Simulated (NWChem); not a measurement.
System: C2H3BFNO; SMILES FB1CN=CO1

```xyz
9

F      0.0410     2.0744     0.0000
B      0.0479     0.7596     0.0000
C      1.2159    -0.2955     0.0000
N      0.4853    -1.5648     0.0000
C     -0.7448    -1.2746     0.0000
O     -1.1292     0.0467     0.0000
H      1.8851    -0.2365     0.8762
H      1.8851    -0.2365    -0.8762
H     -1.5693    -1.9936     0.0000
```
Atoms are numbered in this order, from 1.

Program: NWChem. Structure relaxed at the PBE0/def2-SVP level.

For level B3LYP/def2-TZVP:

```
Quantity                     Value
---------------------------  -----
highest occupied level (eV)  -7.83
orbital gap (eV)              7.13
```

Task: How do the values read with level Hartree-Fock/def2-TZVP instead?

Result: 
| Item | Result |
|---|---|
| highest occupied level (eV) | -11.33 |
| orbital gap (eV) | 14.35 |
